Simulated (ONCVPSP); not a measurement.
## u(r) = r·R(r): atom against pseudo-atom (carbon)

Columns: radius, all-electron u(r) and pseudo u(r) of the 2s shell (level -13.64 eV) of carbon in the configuration [He] 2s2 2p2; LDA (Perdew-Wang 92), scalar-relativistic, ONCV scheme, ONCVPSP 4.0.1.

```csv
r (bohr),all-electron,pseudo
0.120,-0.3477,0.0771
0.240,-0.2614,0.1558
0.360,-0.0382,0.2476
0.480,0.2007,0.3510
0.600,0.4084,0.4561
0.720,0.5704,0.5667
0.840,0.6862,0.6771
0.960,0.7609,0.7592
1.080,0.8014,0.8014
1.200,0.8152,0.8152
1.320,0.8086,0.8086
1.440,0.7872,0.7872
1.560,0.7555,0.7555
1.680,0.7170,0.7170
1.800,0.6743,0.6743
1.920,0.6296,0.6296
2.040,0.5844,0.5844
2.160,0.5397,0.5397
2.280,0.4963,0.4963
2.400,0.4548,0.4548
2.520,0.4155,0.4155
2.640,0.3785,0.3785
2.760,0.3441,0.3441
2.880,0.3121,0.3121
3.000,0.2826,0.2826
3.120,0.2554,0.2554
```

**Question.** How many radial nodes do the two functions have?

**Answer.** The all-electron 2s function has n − l − 1 = 1; the pseudo-wave has 0, since the states of the same l below it are removed with the core.

**Question.** At about which radius was the pseudo-wave matched?

**Answer.** 1.10 bohr, where the columns begin to agree (steps of 0.12 bohr).

**Question.** Is the pseudo-wave norm-conserving?

**Answer.** Yes: the ONCV scheme keeps the norm inside the radius equal to the all-electron one, which fixes the energy derivative of the logarithmic derivative at the level.
